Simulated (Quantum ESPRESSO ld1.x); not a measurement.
These are the eigenvalues of the occupied orbitals of an atom or ion with whole-number occupations (eV). Method: scalar-relativistic Kohn-Sham, LDA (Slater exchange, VWN5 correlation), spin-polarised, spherical densities, point nucleus; computed with ld1.x of Quantum ESPRESSO 7.5.

orbital  eigenvalue
1s up      -1814.35
1s down    -1814.14
2s up      -173.384
2s down    -173.089
2p up      -130.329
2p down    -130.021
3s up      -38.7706
7d up       -2.5229

Which element is it, and in what charge state? The configuration may be excited. Open shells, if any, are filled with parallel spins first.

Answer. Z = 14, silicon, charge +2: Si2+ in [Ne] 3s1 7d1. The list shows which subshells hold electrons but not how many an open one holds; the 1s level, -66.676 hartree, gives Z - s = 11.5 by -(Z - s)^2/2, which with screening and relativity narrows Z to a few neighbours, and the depths of the outer levels then fix element, charge and occupations together.
